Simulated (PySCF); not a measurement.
C2H2Cl (SMILES [CH]=CCl), doublet, geometry from GFN2-xTB; PBE0/STO-3G in PySCF.

The PySCF input:
```python
from pyscf import gto, scf, dft

mol = gto.M(
    atom='''
C    -0.15812136    0.84949158    0.00022359
C     0.97259348    1.42818972    0.01535444
Cl   -0.33990486   -0.95740851   -0.00651845
H    -1.13412407    1.30084788   -0.01044600
H     2.02567392    1.30900905    0.02779152
''',
    basis='sto-3g',
    spin=1,
    verbose=4,
)

mf = dft.UKS(mol)
mf.xc = 'pbe0'
mf.kernel()
```

Problem. Predict the main parts of the log of this PySCF run.

Solution. 
```
PySCF version 2.14.0

[INPUT] verbose = 4
[INPUT] num. atoms = 5
[INPUT] num. electrons = 31
[INPUT] charge = 0
[INPUT] spin (= nelec alpha-beta = 2S) = 1
[INPUT] symmetry False subgroup None
[INPUT] Mole.unit = angstrom
[INPUT] Symbol           X                Y                Z      unit          X                Y                Z       unit  Magmom
[INPUT]  1 C     -0.158121360000   0.849491580000   0.000223590000 AA   -0.298806064844   1.605306431324   0.000422523864 Bohr   0.0
[INPUT]  2 C      0.972593480000   1.428189720000   0.015354440000 AA    1.837935307738   2.698887424719   0.029015686396 Bohr   0.0
[INPUT]  3 Cl    -0.339904860000  -0.957408510000  -0.006518450000 AA   -0.642327093809  -1.809239873228  -0.012318085257 Bohr   0.0
[INPUT]  4 H     -1.134124070000   1.300847880000  -0.010446000000 AA   -2.143183883577   2.458246222921  -0.019740079097 Bohr   0.0
[INPUT]  5 H      2.025673920000   1.309009050000   0.027791520000 AA    3.827968926474   2.473668599077   0.052518361385 Bohr   0.0

nuclear repulsion = 80.088202150475
number of shells = 13
number of NR pGTOs = 63
number of NR cGTOs = 21
basis = sto-3g
ecp = {}

******** <class 'pyscf.dft.uks.UKS'> ********
method = UKS
initial guess = minao
damping factor = 0
level_shift factor = 0
DIIS = <class 'pyscf.scf.diis.CDIIS'>
diis_start_cycle = 1
diis_space = 8
diis_damp = 0
SCF conv_tol = 1e-09
SCF conv_tol_grad = None
SCF max_cycles = 50
direct_scf = True
direct_scf_tol = 1e-13
number electrons alpha = 16  beta = 15
XC library pyscf.dft.libxc version 7.1.2
    S. Lehtola, C. Steigemann, M. J. T. Oliveira, and M. A. L. Marques,  SoftwareX 7, 1–5 (2018)
XC functionals = pbe0
    C. Adamo and V. Barone,  J. Chem. Phys. 110, 6158 (1999)
    M. Ernzerhof and G. E. Scuseria,  J. Chem. Phys. 110, 5029 (1999)
radial grids:
    Treutler-Ahlrichs [JCP 102, 346 (1995); DOI:10.1063/1.469408] (M4) radial grids

becke partition: Becke, JCP 88, 2547 (1988); DOI:10.1063/1.454033
pruning grids: <function nwchem_prune>
grids dens level: 3
symmetrized grids: False
atomic radii adjust function: <function treutler_atomic_radii_adjust>
small_rho_cutoff = 0
Set gradient conv threshold to 3.16228e-05
tot grids = 66736
init E= -531.285116268661

cycle= 1 E= -531.271155070793  delta_E= 0.014  |g|= 0.141  |ddm|= 2.19
cycle= 2 E= -531.287754831322  delta_E= -0.0166  |g|= 0.11  |ddm|= 0.627
cycle= 3 E= -531.299931717526  delta_E= -0.0122  |g|= 0.0188  |ddm|= 0.242
cycle= 4 E= -531.300432883959  delta_E= -0.000501  |g|= 0.00951  |ddm|= 0.0475
cycle= 5 E= -531.300562189176  delta_E= -0.000129  |g|= 0.00877  |ddm|= 0.0301
cycle= 6 E= -531.300668891701  delta_E= -0.000107  |g|= 0.00284  |ddm|= 0.0197
cycle= 7 E= -531.300720823724  delta_E= -5.19e-05  |g|= 0.000659  |ddm|= 0.0252
cycle= 8 E= -531.300723553242  delta_E= -2.73e-06  |g|= 7.7e-05  |ddm|= 0.00669
cycle= 9 E= -531.300723570721  delta_E= -1.75e-08  |g|= 1.54e-05  |ddm|= 0.000462
cycle= 10 E= -531.30072357118  delta_E= -4.59e-10  |g|= 2.91e-06  |ddm|= 6.52e-05
Extra cycle  E= -531.300723571189  delta_E= -9.09e-12  |g|= 2.44e-06  |ddm|= 8.9e-06
converged SCF energy = -531.300723571189  <S^2> = 0.76951562  2S+1 = 2.0194213
```
